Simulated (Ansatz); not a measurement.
`CC(C)[NH][Zr]([F])([F])[NH]C(C)C` and `CC(C)[NH][Ti]([F])([F])[NH]C(C)C` differ in one element.

Ansatz, PBE0-D4/def2-TZVP geometries, multiplicity 1. Each molecule was computed in one conformer, which needn't be the lowest.

Elements past krypton have def2 core potentials. Scalar relativity is left out up to krypton.

| property | `CC(C)[NH][Zr]([F])([F])[NH]C(C)C` |
| --- | --- |
| LUMO energy (B3LYP/def2-TZVPP) / eV | -0.62 |
| HOMO energy (ωB97M-V/def2-TZVPP) / eV | -9.10 |
| LUMO energy (PBE0/def2-TZVPP) / eV | -0.36 |
| HOMO–LUMO gap (PBE/def2-TZVPP) / eV | 4.18 |
| HOMO–LUMO gap (PBE0/def2-TZVPP) / eV | 6.42 |
| HOMO–LUMO gap (B3LYP/def2-TZVPP) / eV | 5.95 |

(1) Give the same properties after the change, and the shifts. (Best estimate.)

Results:

(1) The calculation gave: 
| property | `CC(C)[NH][Ti]([F])([F])[NH]C(C)C` | shift |
| --- | --- | --- |
| LUMO energy (B3LYP/def2-TZVPP) / eV | -1.99 | -1.37 |
| HOMO energy (ωB97M-V/def2-TZVPP) / eV | -8.93 | 0.17 |
| LUMO energy (PBE0/def2-TZVPP) / eV | -1.69 | -1.33 |
| HOMO–LUMO gap (PBE/def2-TZVPP) / eV | 2.61 | -1.57 |
| HOMO–LUMO gap (PBE0/def2-TZVPP) / eV | 4.98 | -1.44 |
| HOMO–LUMO gap (B3LYP/def2-TZVPP) / eV | 4.48 | -1.47 |

With PBE0 the HOMO rises by 0.11 eV and the LUMO falls by 1.33 eV, so the gap narrows by about 1.44 eV. PBE moves the HOMO by 0.07 eV and ωB97M-V by 0.17 eV.

B3LYP here is the variant with VWN-RPA as its local correlation; programs differ in this.
